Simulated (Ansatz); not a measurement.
**One elementary step**

Start structure (AlAsH6O3, closed shell), relaxed at PBE0-D4/def2-TZVP:

```
atom    x (Å)    y (Å)    z (Å)
 Al1   0.6364  -1.0638   0.0419
  O2   1.2266  -1.1241  -1.5402
  O3   1.6368  -0.4145   1.2463
  O4  -0.8659  -1.7986   0.3032
  H5  -0.3418   1.0316  -0.8901
 As6  -1.2235   1.6395   0.2062
  H7   2.0930  -0.7830  -1.7546
  H8   1.3773  -0.3076   2.1586
  H9  -1.2874  -1.8369   1.1588
 H10  -2.4305   1.6136  -0.7144
 H11  -0.8210   3.0437  -0.2158
```

The step: AlH₃O₃ ([OH][Al]([OH])[OH]) + AsH₃ → AlAsH₄O₂ ([OH][Al]([OH])[AsH2]) + H₂O (still joined by a long Al–O bond); bonds formed: Al1–As6, O2–H5; bonds broken: H5–As6; bonds weakened to dative contacts: Al1–O2. Program: Ansatz 0.2.0. Basis: def2-TZVPP and def2-QZVPP. Cores are frozen in the correlated methods. Filled d shells of the heavier atoms are correlated. The def2 sets are not built for correlating such inner shells, so the correlated values are less sure here. Extrapolation: Hartree–Fock as exp(−7.88 √X), correlation as X^−2.97. Energies below are by CCSD(T) at an estimated basis limit (MP2 extrapolated from triple and quadruple zeta, plus CCSD(T) − MP2 in triple zeta).

Problem. What are the electronic barrier and the energy of the step, from the start structure to the end structure? (An estimate is asked for; the value comes from the calculation.)

Solution. Computed: Barrier 20.01 kcal/mol; step energy -2.70 kcal/mol (downhill); reverse barrier, their difference, 22.71 kcal/mol. Barrier and step energy count from the start structure, the reverse barrier from the end structure.

The saddle point: One imaginary mode of 1046i cm⁻¹.
| pair | start (Å) | saddle (Å) | end (Å) |
| --- | --- | --- | --- |
| Al1–As6 | 3.29 | 2.63 | 2.46 |
| O2–H5 | 2.74 | 1.31 | 0.96 |
| Al1–O2 | 1.69 | 1.80 | 1.98 |
| H5–As6 | 1.53 | 1.85 | 3.26 |

Zero-point energy (harmonic, PBE0-D4): ZPE is 40.25 kcal/mol at the start and 39.27 kcal/mol at the saddle, so the barrier goes from 20.01 to 19.04 kcal/mol.

The T1 diagnostic stays at or below 0.013.

Labels in which every atom is bracketed show which atoms are joined, not bond orders.

For scale, one of the runs: CCSD(T)/def2-TZVPP, 267 basis functions, launched by `ansatz run in.yaml --threads 8 --pin off --events-out ev --progress --plain --max-ram 19148MiB`. The run took 4.2 min on 8 CPU threads of an Intel Xeon (shared host), with 7 GiB of host memory at its peak.
